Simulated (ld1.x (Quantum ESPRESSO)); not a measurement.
# Configuration tests for Si (Z = 14) (TM)

Si (Z = 14), norm-conserving Troullier–Martins (Kleinman–Bylander form), made with ld1.x (Quantum ESPRESSO) 7.5 (LDA (PZ), scalar-relativistic). Core [He], reference 2s2 2p6 3s2 3p2. Waves: 2s (bound): rc 0.50 bohr; 2p (bound): rc 0.60 bohr; 3d channel at 0.1 Ry: rc 0.55 bohr. Local part: all-electron potential smoothed inside 0.50 bohr (lloc = -1). Core correction: none.

Occupied shells without a wave of their own: 3p, 3s. They enter only through the test configuration that unscreens the potential.

Energies are relative to the spin-unpolarised reference configuration 2s2 2p6 3s2 3p2; without spin polarisation the order of configurations can differ from experiment. Spin-polarised rows fill each open shell by Hund’s rule, majority spin first.

```json
{"valence configuration": "2s2 2p6 3s2 3p1", "charge": "+1", "ΔE all-electron (eV)": "7.829", "error AE − PS (meV)": "+23"}
{"valence configuration": "2s2 2p6 3s2 3p0", "charge": "+2", "ΔE all-electron (eV)": "23.943", "error AE − PS (meV)": "+61"}
{"valence configuration": "2s2 2p6 3s1 3p0", "charge": "+3", "ΔE all-electron (eV)": "58.088", "error AE − PS (meV)": "+27"}
{"valence configuration": "2s2 2p6 3s0 3p0", "charge": "+4", "ΔE all-electron (eV)": "103.187", "error AE − PS (meV)": "-29"}
{"valence configuration": "2s2 2p6 3s2 3p2.3", "charge": "-0.3", "ΔE all-electron (eV)": "-0.957", "error AE − PS (meV)": "-4.3"}
{"valence configuration": "2s2 2p6 3s2 3p1.5", "charge": "+0.5", "ΔE all-electron (eV)": "2.965", "error AE − PS (meV)": "+9.6"}
{"valence configuration": "2s2 2p5 3s2 3p2", "charge": "+1", "ΔE all-electron (eV)": "110.082", "error AE − PS (meV)": "+29"}
{"valence configuration": "2s2 2p6 3s2 3p1 (spin-polarised)", "charge": "+1", "ΔE all-electron (eV)": "7.624", "error AE − PS (meV)": "+23"}
```

Question: What are ΔE and the potential's error for 2s2 2p6 3s2 3p2 (spin-polarised)?

Answer: ΔE = -0.611 eV all-electron; the error (AE − PS) is -0.1 meV.
